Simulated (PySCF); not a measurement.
# Computed vibrations of Dy(CH3)2

Dy(CH3)2 (singlet in the valence; each metal's 4f electrons, 10 of them, lie in its core potential, out of spins and levels). PySCF 2.14.0, RKS PBE0, Dy lcecp-0-SVP with ECP56, C def2-SVP, H def2-SVP; non-relativistic Hamiltonian with scalar-relativistic core potentials where named; density fitting; no spin-orbit coupling. Central differences of gradients.

```xyz
9

Dy    0.0000    0.0000   -0.2285
C     2.0813    0.0000    1.1918
H     3.0585    0.0000    0.6707
H     2.0897    0.8822    1.8629
H     2.0897   -0.8822    1.8629
C    -2.0813    0.0000    1.1918
H    -3.0585    0.0000    0.6707
H    -2.0897   -0.8822    1.8629
H    -2.0897    0.8822    1.8629
```

Run from Python with OMP_NUM_THREADS=2. Where DIIS fails, smearing, a level shift and second-order steps follow.
It took 54 s on 2 threads of Arm Neoverse V2, with other jobs on the host.

**Question.** What are the harmonic wavenumbers and infrared intensities?

**Answer.** Modes are labelled in C2v; negative numbers are unstable modes, those under 60 cm⁻¹ near the noise; a finer grid moves soft modes by up to 10 cm⁻¹.
```
cm⁻¹  km/mol  symmetry
 -16       –        a2
 -12       –        b2
  73     2.9        a1
 326     1.0        b1
 358     8.3        a1
 358     0.0        a2
 372   132.3        b1
 383   152.8        b2
 425    49.2        a1
1086     5.7        b1
1091     5.7        a1
1410     0.0        a2
1413     0.3        b1
1415     0.1        b2
1416     0.2        a1
2988    61.3        b1
2991    33.0        a1
3081     0.0        a2
3082    62.1        b2
3087    29.5        b1
3088    38.9        a1
```

**Question.** Is this a minimum?

**Answer.** Yes, within the noise of the softest modes. 

An lcecp potential fixes the number of 4f electrons, so in runs with it no electron can move into or out of that shell; real Dy(II) is rare or takes another configuration.
